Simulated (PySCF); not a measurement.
Electron correlation in Ca (calcium, neutral)

[Ar] 4s1 5s1, high-spin 3S determinant (an excited configuration). Calculation: PySCF 2.14, in aug-cc-pVQZ-X2C; scalar relativity by spin-free X2C-1e. Frozen: [Ar]; 2 electrons correlated.

With two correlated electrons CCSD is exact within the correlated space (frozen core and kept virtual orbitals).

| level | correlation energy (mhartree) |
| --- | --- |
| CCSD | -4.61 |

Diagnostics: T1 = 0.027, D1 = 0.0542, largest double amplitude 0.062.

The outer electron is Rydberg-like, and this basis confines it to a smaller radius and binds it less than a complete one would.

Cost of the coupled-cluster step: of the order of 14 core-seconds, for 2 correlated electrons.

Iterations:

```
CC2 = 0
CCSD nocc = (np.int64(2), np.int64(0)), nmo = (84, 84)
frozen orbitals [[0, 1, 2, 3, 4, 5, 6, 7, 8], [0, 1, 2, 3, 4, 5, 6, 7, 8]]
max_cycle = 100
direct = 0
conv_tol = 1e-08
conv_tol_normt = 1e-06
diis_space = 8
diis_start_cycle = 0
Init t2, MP2 energy = -0.00206443719780805
Init E_corr(UCCSD) = -0.00206443719965307
cycle = 1  E_corr(UCCSD) = -0.00308344370356217  dE = -0.0010190065  norm(t1,t2) = 0.0397402
cycle = 2  E_corr(UCCSD) = -0.00366536652124208  dE = -0.000581922818  norm(t1,t2) = 0.0257925
cycle = 3  E_corr(UCCSD) = -0.00463889512437591  dE = -0.000973528603  norm(t1,t2) = 0.0170111
cycle = 4  E_corr(UCCSD) = -0.00460366375566414  dE = 3.52313687e-05  norm(t1,t2) = 0.00232808
cycle = 5  E_corr(UCCSD) = -0.0046170658404736  dE = -1.34020848e-05  norm(t1,t2) = 0.000497186
cycle = 6  E_corr(UCCSD) = -0.00460930558853555  dE = 7.76025194e-06  norm(t1,t2) = 0.000224971
cycle = 7  E_corr(UCCSD) = -0.0046137498147272  dE = -4.44422619e-06  norm(t1,t2) = 9.61082e-05
cycle = 8  E_corr(UCCSD) = -0.00461295267918114  dE = 7.97135546e-07  norm(t1,t2) = 5.98125e-05
cycle = 9  E_corr(UCCSD) = -0.00461168943437926  dE = 1.2632448e-06  norm(t1,t2) = 7.36196e-05
cycle = 10  E_corr(UCCSD) = -0.00461212388162019  dE = -4.34447241e-07  norm(t1,t2) = 1.37034e-05
cycle = 11  E_corr(UCCSD) = -0.00461204925745761  dE = 7.46241626e-08  norm(t1,t2) = 2.93871e-06
cycle = 12  E_corr(UCCSD) = -0.00461204780147853  dE = 1.45597908e-09  norm(t1,t2) = 7.10193e-07
UCCSD converged
E(UCCSD) = -679.5277507980312  E_corr = -0.004612047801478527
```
